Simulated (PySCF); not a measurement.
# What builds the third ionisation energy along the second row

Calculated with PySCF 2.14 from differences of total energies of unrestricted determinants, without spin-orbit coupling. Each column adds one step, in eV (sums use unrounded values): valence MP2, valence CCSD, valence triples, then the next inner shell at CCSD(T) (C 1s, N 1s, O 1s, F 1s, Ne 1s). References (NIST) marked * lie between the lowest fine-structure levels; the others compare directly ((s) semi-empirical, (t) theoretical).

| element | UHF | + MP2 | + CCSD | + (T) | + inner shell | sum | reference |
| --- | --- | --- | --- | --- | --- | --- | --- |
| C [He] 2s2 → [He] 2s1 (x2c-TZVPPall, spin-free X2C) | 45.795 | 1.156 | 0.820 | 0.000 | -0.005 | 47.766 | 47.888 |
| N [He] 2s2 2p1 → [He] 2s2 (x2c-TZVPPall, spin-free X2C) | 47.293 | 0.169 | -0.251 | 0.028 | 0.026 | 47.264 | 47.445 (s) * |
| O [He] 2s2 2p2 → [He] 2s2 2p1 (x2c-TZVPPall, spin-free X2C) | 54.601 | 0.365 | -0.216 | 0.010 | 0.022 | 54.781 | 54.936 (s) * |
| F [He] 2s2 2p3 → [He] 2s2 2p2 (x2c-TZVPPall, spin-free X2C) | 62.248 | 0.568 | -0.220 | 0.001 | 0.018 | 62.616 | 62.708 (s) * |
| Ne [He] 2s2 2p4 → [He] 2s2 2p3 (x2c-TZVPPall, spin-free X2C) | 61.847 | 1.154 | 0.038 | 0.014 | 0.012 | 63.065 | 63.423 * |

What remains against the references is mostly basis incompleteness and, for starred values, spin-orbit coupling.

These are valence bases, so the inner-shell step is incomplete.
